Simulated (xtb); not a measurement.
A run for xtb: GFN-FF on GeH4 (SMILES [GeH4]).

```
$ xtb mol.xyz --gfnff --sp --chrg 0 --uhf 0
5

Ge    -0.28487261     0.14269139     0.13678956
H     -0.81388557    -0.21854167    -1.26177694
H     -0.68262781     1.57598804     0.49631305
H      1.23215911    -0.05081856     0.19211862
H     -0.95349594    -0.83098348     1.13506136
```

It printed:

```
[...]
           -------------------------------------------------
          |                Calculation Setup                |
           -------------------------------------------------



          ==================== Thresholds ====================
          CN  :   150.00000
          rep :   500.00000
          disp:  2500.00000
          HB1 :   250.00000
          HB2 :   450.00000

          Pauling EN used:
          Z : 1  EN :  2.20
          Z :32  EN :  2.01
          electric field strengths (au): 0.000

           -------------------------------------------------
          |           Force Field Initialization            |
           -------------------------------------------------

          distances ...
          ----------------------------------------
          generating topology and atomic info file ...
          pair mat ...
          computing topology distances matrix with Floyd-Warshall algo ...
          making topology EEQ charges ...
          #fragments for EEQ constrain: 1
          ----------------------------------------
          generating topology and atomic info file ...
          pair mat ...
          computing topology distances matrix with Floyd-Warshall algo ...
          making topology EEQ charges ...
          #fragments for EEQ constrain: 1
          rings ...
          # BATM   0
          # H in HB   4

  atom   neighbors  erfCN metchar sp-hybrid imet pi  qest     coordinates
    1  Ge      4    3.43   0.03         3    0    0   0.124   -0.538331    0.269648    0.258495
    2  H       1    0.95   0.01         0    0    0  -0.031   -1.538021   -0.412984   -2.384413
    3  H       1    0.96   0.01         0    0    0  -0.031   -1.289980    2.978186    0.937896
    4  H       1    0.96   0.01         0    0    0  -0.031    2.328443   -0.096033    0.363052
    5  H       1    0.95   0.01         0    0    0  -0.031   -1.801846   -1.570331    2.144955

          #atoms :   5
          #bonds :   4
          #angl  :   6
          #tors  :   0
          #nmol  :   1
          #optfrag :   1
           -------------------------------------------------
          |                   G F N - F F                   |
          |          A general generic force-field          |
          |                  Version 1.0.3                  |
           -------------------------------------------------
          Number of HB bonds (bound hydrogen)     0
          Number of HB bonds (unbound hydrogen)   0
          Number of XB bonds                      0

 E+G (total)                   0 d,  0 h,  0 min,  0.000 sec
 distance/D3 list               ...        0 min,  0.000 sec (  0.705%)
 non bonded repulsion           ...        0 min,  0.000 sec ( 22.860%)
 dCN                            ...        0 min,  0.000 sec (  3.118%)
 EEQ energy and q               ...        0 min,  0.000 sec ( 20.437%)
 D3                             ...        0 min,  0.000 sec ( 12.642%)
 EEQ gradient                   ...        0 min,  0.000 sec (  9.070%)
 bonds                          ...        0 min,  0.000 sec (  6.953%)
 bend and torsion               ...        0 min,  0.000 sec (  6.623%)
 bonded ATM                     ...        0 min,  0.000 sec (  0.461%)
 HB/XB (incl list setup)        ...        0 min,  0.000 sec ( 10.116%)

         :::::::::::::::::::::::::::::::::::::::::::::::::::::
         ::                     SUMMARY                     ::
         :::::::::::::::::::::::::::::::::::::::::::::::::::::
         :: total energy              -0.329619443749 Eh    ::
         :: gradient norm              0.009571563080 Eh/a0 ::
         ::.................................................::
Note: The following floating-point exceptions are signalling: IEEE_UNDERFLOW_FLAG IEEE_DENORMAL
normal termination of xtb
         :: bond energy               -0.360825590352 Eh    ::
         :: angle energy               0.025433695143 Eh    ::
         :: torsion energy             0.000000000000 Eh    ::
         :: repulsion energy           0.010572899571 Eh    ::
         :: electrostat energy        -0.003806541263 Eh    ::
         :: dispersion energy         -0.000993906849 Eh    ::
         :: HB energy                  0.000000000000 Eh    ::
         :: XB energy                  0.000000000000 Eh    ::
         :: bonded atm energy          0.000000000000 Eh    ::
         :: external energy            0.000000000000 Eh    ::
         :: add. restraining           0.000000000000 Eh    ::
         :: total charge               0.000000000000 e     ::
         :::::::::::::::::::::::::::::::::::::::::::::::::::::

           -------------------------------------------------
          |                Property Printout                |
           -------------------------------------------------

molecular dipole:
                 x           y           z       tot (Debye)
 q only:        0.004       0.005      -0.001       0.015

           -------------------------------------------------
          | TOTAL ENERGY               -0.329619443749 Eh   |
          | GRADIENT NORM               0.009571563080 Eh/α |
           -------------------------------------------------
########################################################################
[WARNING] Runtime exception occurred
-1- gfnff_setup: Could not read topology file.
########################################################################

------------------------------------------------------------------------
------------------------------------------------------------------------
 total:
 SCF:
```

The run finished.

Cost: roughly 0.05 core-seconds.
